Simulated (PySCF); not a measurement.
# I (iodine, neutral) across methods

[Kr] 4d10 5s2 5p4 5d1, one real determinant (an excited configuration). Calculation: PySCF 2.14, in aug-cc-pVTZ-DK3; scalar relativity by spin-free X2C-1e.

| method | E (hartree) | mean ε 5p α (eV) | mean ε 5p β (eV) | mean ε 5d α (eV) | Σ⟨r²⟩ (bohr²) | ⟨S²⟩ |
| --- | --- | --- | --- | --- | --- | --- |
| UHF | -7112.08406 | -14.242 | -12.040 | -1.664 | 70.69 | 3.764 |
| TPSSh | -7114.71 | -10.302 | -8.881 | 0.048 | 70.35 | 3.754 |
| PBE | -7114.58 | -9.652 | -8.317 | 0.240 | 70.54 | 3.753 |
| PBE0 | -7114.66 | -10.998 | -9.482 | -0.318 | 70.26 | 3.755 |
| r2SCANh | -7114.99 | -10.595 | -9.062 | -0.002 | 70.28 | 3.757 |
| r2SCAN | -7115.00 | -10.117 | -8.633 | 0.210 | 70.34 | 3.756 |
| B3LYP | -7115.08 | -10.607 | -9.315 | -0.093 | 70.68 | 3.753 |
| M06-L | -7114.85 | -9.690 | -8.270 | 0.337 | 70.52 | 3.755 |
| LDA | -7108.45 | -9.778 | -8.490 | 0.311 | 70.58 | 3.752 |

⟨L²⟩ = 8.09 against 12 for a pure F term, so this real determinant mixes terms. The outer electron is Rydberg-like, and this basis confines it to a smaller radius and binds it less than a complete one would.

The highest occupied level is positive at TPSSh, PBE, r2SCAN, M06-L, LDA: only the finite basis holds that electron, which in a density functional comes from self-interaction.
